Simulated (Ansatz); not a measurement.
Geometry optimisation, RKS LDA/6-31G* (Ansatz 0.2.0).

input.yaml

```yaml
crystal:
  periodic: [false, false, false]
  atoms:
    - { symbol: O, position_ang: [-1.1133, 0.1458, -2.1669] }
    - { symbol: B, position_ang: [0.0857, 0.4396, -1.4708] }
    - { symbol: S, position_ang: [0.9107, -0.9555, -0.547] }
    - { symbol: C, position_ang: [0.1645, -0.6226, 1.045] }
    - { symbol: O, position_ang: [0.5021, 0.5865, 1.5682] }
    - { symbol: H, position_ang: [-1.8692, 0.3969, -1.5134] }
    - { symbol: H, position_ang: [0.5992, 1.5225, -1.484] }
    - { symbol: H, position_ang: [-0.9706, -0.602, 0.8871] }
    - { symbol: H, position_ang: [0.3248, -1.4397, 1.802] }
    - { symbol: H, position_ang: [1.4491, 0.4774, 1.8827] }
basis:
  gaussian: { orbitals: "6-31G*" }
hamiltonian:
  xc: lda
relax:
  f_tol: 0.015
  max_steps: 40
```

Run as:

```bash
$ ansatz run input.yaml --threads 1 --pin off --max-ram 2048MiB --backend cpu --events-out ev --progress --plain --runs-dir out
```

Task: Where does it end, and by what steps?

Result: The forces met the threshold. After 15 steps the energy has fallen by 1.598 eV; H7 moved furthest, 1.37 Å.

```
step  energy less start (eV)  largest force component (eV/Å)  accepted
   0                  0.0000                           2.518       yes
   1                 -0.3350                           2.151       yes
   2                 -0.5525                           3.138       yes
   3                 -0.6999                           3.071       yes
   4                 -1.1282                           0.664       yes
   5                 -1.2209                           0.487       yes
   6                 -1.3145                           0.621       yes
   7                 -1.3925                           0.707       yes
   8                 -1.4931                           0.396       yes
   9                 -1.5625                           0.178       yes
  10                 -1.5933                           0.182       yes
  11                 -1.5905                           0.243        no
  12                 -1.5970                           0.061       yes
  13                 -1.5973                           0.076       yes
  14                 -1.5975                           0.024       yes
  15                 -1.5976                           0.005       yes
```

```xyz
10
Properties=species:S:1:pos:R:3
O -1.203 0.528 -1.121
B 0.084 0.380 -1.523
S 1.254 -0.435 -0.430
C 0.196 -0.691 1.066
O 0.188 0.384 1.936
H -1.747 0.967 -1.804
H 0.479 0.752 -2.605
H -0.841 -0.831 0.716
H 0.567 -1.634 1.521
H 1.106 0.529 2.246
```

Time of the run: 39 s on 1 thread of Arm Neoverse V1 (shared host), peak memory 0.14 GiB.
